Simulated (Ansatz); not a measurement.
The cluster Hg₅O₅⁻, relaxed as a doublet with UKS r2SCAN-D4/def2-SVP in Ansatz, starting from the GFN1-xTB geometry. Force threshold 0.03 eV/Å.

In the def2 sets Hg takes a core potential; there is no spin–orbit coupling. The charge -1 doublet is spin-contaminated (final ⟨S²⟩ up to 1.77, 0.75 for a pure state). The structure comes from a short search, and lower isomers may exist.

Start:

Cartesian coordinates in Å:
```
Hg 0.094 -0.646 2.200
Hg -2.503 -0.603 -1.464
Hg -2.131 0.251 1.069
Hg 0.948 0.495 -0.743
Hg 3.353 1.044 0.025
O -0.004 -2.238 0.456
O 1.717 0.331 1.376
O -0.061 -1.531 -0.720
O -0.683 1.193 -1.768
O -0.731 1.704 -0.430
```

(1) Estimate the energy that the relaxation releases and the steps that it takes.

(2) Does the start keep its bonding?

(3) Predict the relaxed structure.

Results:

(1) 3.33 eV, in 20 steps; 7.5 min on 4 threads of Arm Neoverse V2 on a shared host. No frequencies were taken in this run, so the end may be a saddle point.

(2) Bonds lost: Hg1–Hg3, Hg2–Hg3, Hg4–O8, Hg4–O10 (atoms count from 1). Metal–metal contacts that move far: Hg4–Hg5 2.58 to 4.12 Å. The end holds 2 separate pieces.

(3) 
```xyz
10

Hg    1.204   -1.300    2.233
Hg   -3.514   -0.768   -1.297
Hg   -1.838    0.542    1.438
Hg    0.846    0.853   -0.526
Hg    4.356    1.271    1.599
O    -0.366   -2.415    0.120
O     2.180    0.481    0.864
O    -0.591   -1.531   -0.736
O    -0.528    1.368   -2.064
O    -1.749    1.499   -1.632
```
Bond lengths (bridged metal pairs left out): 2 × Hg–O 1.96 to 2.13 Å; 2 × O–O 1.25 to 1.30 Å.
